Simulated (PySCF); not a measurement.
## MCl cations for M along group 14

CCSD(T) with double-zeta basis sets in PySCF, for the lowest determinant that a PBE0 search found; no spin–orbit coupling. De refers to high-spin ground-configuration atoms (the charge goes to the atom of lower measured ionisation energy or higher electron affinity, which is not always the lowest computed limit).

```json
{"M": "C", "basis": "cc-pVDZ/cc-pV(D+d)Z", "reference, frozen orbitals": "RHF, 6", "charged atom": "C+", "state (unpaired electrons)": "singlet (closed shell)", "Re (Å)": "1.557", "ωe (cm⁻¹)": "1184", "De (eV)": "6.22"}
{"M": "Si", "basis": "def2-SVP", "reference, frozen orbitals": "RHF, 10", "charged atom": "Si+", "state (unpaired electrons)": "singlet (closed shell)", "Re (Å)": "1.972", "ωe (cm⁻¹)": "680", "De (eV)": "4.74"}
{"M": "Sn", "basis": "def2-SVP", "reference, frozen orbitals": "RHF, 9", "charged atom": "Sn+", "state (unpaired electrons)": "singlet (closed shell)", "Re (Å)": "2.298", "ωe (cm⁻¹)": "429", "De (eV)": "3.75"}
{"M": "Pb", "basis": "def2-SVP", "reference, frozen orbitals": "RHF, 9", "charged atom": "Pb+", "state (unpaired electrons)": "singlet (closed shell)", "Re (Å)": "2.398", "ωe (cm⁻¹)": "385", "De (eV)": "n/a"}
```

**Question.** The row for M = Ge is missing. Estimate Re, ωe and De as the mean of the rows for Si and Sn, and compare with the calculation.

**Answer.** The means are 2.135 Å, 554 cm⁻¹ and 4.25 eV. RHF-CCSD(T) in def2-SVP gives GeCl⁺ as a singlet (closed shell) with Re = 2.076 Å, ωe = 506 cm⁻¹, De = 4.28 eV, so the estimate is off by +5.9 pm, +9 % and -0.03 eV.

The rows differ in basis set, which adds steps of its own.

Correlated steps freeze the inner cores (6 to 14 orbitals); shallow outer-core shells are correlated. Correlated levels converge slowly with the basis: in double zeta they bind strong bonds too weakly, by up to about 1 eV, and carry superposition errors of some tenths. These are scalar-relativistic numbers at best; spin–orbit coupling would shift them, the dissociation energy most. For an ion De counts to the pair picked by the measured ionisation energies or electron affinities, which need not be the lowest pair at this level. Where the molecule has an RHF reference, its open-shell atoms are computed with UHF. The CCSD T1 diagnostic is raised in CCl⁺, a sign that a single reference may not be enough there.
